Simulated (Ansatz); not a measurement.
The cluster BeI₂⁺, relaxed as a doublet with UKS B3LYP-D4/def2-TZVP in Ansatz, starting from the GFN2-xTB geometry. Force threshold 0.02 eV/Å.

In the def2 sets I takes a core potential; there is no spin–orbit coupling. The relaxation made no stability test and no search for a lower SCF solution. The structure comes from a short search, and lower isomers may exist.

Start:

```tsv
atom	x (Å)	y (Å)	z (Å)
Be1	-0.813	1.669	0.053
I2	0.151	-0.147	1.109
I3	0.663	-1.522	-1.161
```

```tsv
step	energy (eV)	largest force component (eV/Å)	SCF passes
1	-16599.9417	0.479	23
2	-16599.9735	0.144	31
3	-16599.9809	0.051	30
4	-16599.9954	0.052	30
5	-16600.0087	0.088	32
6	-16600.1364	1.140	40
7	-16601.2599	1.780	38
8	-16601.8321	0.937	28
9	-16601.9744	0.536	28
10	-16602.0864	0.236	30
11	-16602.1652	0.236	29
12	-16602.2191	0.298	28
13	-16602.2622	0.118	30
14	-16602.2757	0.017	30
15	-16602.2762	0.015	29
```

Force components are those of the run's own axes.

End:

| atom | x (Å) | y (Å) | z (Å) |
| --- | --- | --- | --- |
| Be1 | 0.000 | 0.000 | 0.000 |
| I2 | -0.188 | 0.684 | 2.074 |
| I3 | 0.188 | -0.684 | -2.073 |

Bonds lost: I2–I3 (atoms count from 1). Bonds formed: Be1–I3 (atoms count from 1). The end is the same structure that another start reached, the lowest one found.

The force fell under the threshold at step 14, but the optimiser went on. No frequencies were taken in this run, so the end may be a saddle point.

It took 22 s on 4 threads of Intel Xeon Platinum 8488C on a shared host.
